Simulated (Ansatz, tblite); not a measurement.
Isomers of AgGe5⁺ (singlet), found by a short tight-binding search and relaxed with PBE-D4/def2-SVP in Ansatz.

In the def2 sets Ag takes a core potential; there is no spin–orbit coupling. The xTB rows come from tblite. Correlated methods freeze 45 core orbitals; core or outer-core shells of Ag, Ge are correlated, in sets that lack core-valence functions.

Run but left out: HF/STO-3G (A: restricted singlet, unstable in another Hartree–Fock run and untested here); HF/def2-TZVP, MP2/def2-TZVP (A: restricted singlet, unstable towards broken spin symmetry).

A: The restricted singlet is unstable towards broken spin symmetry in Hartree–Fock (as tested in another run); at PBE-D4/def2-SVP, BLYP-D4/def2-TZVP, r2SCAN-D4/def2-TZVP, B97M-V/def2-TZVP and others this wasn't settled. B: The restricted singlet is unstable towards broken spin symmetry in Hartree–Fock (as tested in another run); at PBE-D4/def2-SVP, BLYP-D4/def2-TZVP, r2SCAN-D4/def2-TZVP, B97M-V/def2-TZVP and others this wasn't settled.

Other spin states weren't relaxed.

A:

Cartesian coordinates in Å:
```
Ag 0.677 -0.363 1.977
Ge 1.171 1.626 0.232
Ge -1.548 0.161 -0.084
Ge -0.894 -2.240 0.218
Ge -0.425 1.620 -1.702
Ge 1.020 -0.803 -0.642
```

B:

```xyz
6

Ag    0.449    2.170   -0.052
Ge   -0.639   -0.291   -1.546
Ge   -1.611    0.708    0.614
Ge   -0.439   -2.132    0.059
Ge    1.750   -0.019   -0.639
Ge    0.489   -0.436    1.565
```

**Question.** Estimate their order by electronic energy at RPA@PBE/def2-TZVP, counted from the lowest.

**Answer.** B (0.00) < A (0.63), in eV.

**Question.** Do the other levels pick the same lowest one?

**Answer.** All that were run do. Energies above each level's lowest (eV):

| level | A | B |
| --- | --- | --- |
| GFN1-xTB | 0.32 | 0.00 |
| GFN2-xTB | 0.10 | 0.00 |
| PBE-D4/def2-SVP | 0.61 | 0.00 |
| PBE-D4/def2-TZVP | 0.65 | 0.00 |
| BLYP-D4/def2-TZVP | 0.53 | 0.00 |
| r2SCAN-D4/def2-TZVP | 0.65 | 0.00 |
| B97M-V/def2-TZVP | 0.52 | 0.00 |
| PBE0-D4/def2-SVP | 0.54 | 0.00 |
| PBE0-D4/def2-TZVP | 0.58 | 0.00 |
| RPA@PBE/def2-TZVP | 0.63 | 0.00 |
Point groups (tolerance 0.1 Å): A not assigned, B C2v. Lower isomers may exist.
